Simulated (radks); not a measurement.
All-electron atom: Pm XXIII in [Kr] 4d3. All-electron calculation, non-relativistic Kohn-Sham, TPSS, spin-polarised, spherical densities, point nucleus; open shells are filled with parallel spins first (spin-orbit coupling, left out, can overturn this in heavy ions); meta-GGA in the generalised Kohn-Sham scheme; relativity is left out, which matters for an element this heavy. Program: a radial shooting solver on a logarithmic mesh with Libxc functionals.

Unscreened Slater integrals over Kohn-Sham orbitals (cm^-1). They are taken over the spin-up orbitals.

integral    value
F0(4d,4d)  334420
F2(4d,4d)  172270
F4(4d,4d)  117210
F0(4d,4p)  335300
F2(4d,4p)  174030
G1(4d,4p)  217140
G3(4d,4p)  139000
F0(4d,4s)  336660
G2(4d,4s)  168800
F0(4d,3d)  431980
F2(4d,3d)  118980
F4(4d,3d)   58380
G0(4d,3d)   38107
G2(4d,3d)   47451
G4(4d,3d)   37127
F0(4p,4p)  336890
F2(4p,4p)  177790
F0(4p,4s)  338240
G1(4p,4s)  230780
F0(4p,3d)  429870
F2(4p,3d)  115990
G1(4p,3d)   37537
G3(4p,3d)   37419
F0(4s,4s)  339740
F0(4s,3d)  430790
G2(4s,3d)   36746
F0(3d,3d)  847640
F2(3d,3d)  431010
F4(3d,3d)  277040

Derived for the open shells (J is the average intra-shell exchange parameter used in DFT+U). 4d: Racah B = F2/49 - 5 F4/441 = 2187 cm^-1, C = 35 F4/441 = 9302 cm^-1, C/B = 4.25, F4/F2 = 0.680, J = (F2 + F4)/14 = 20680 cm^-1.
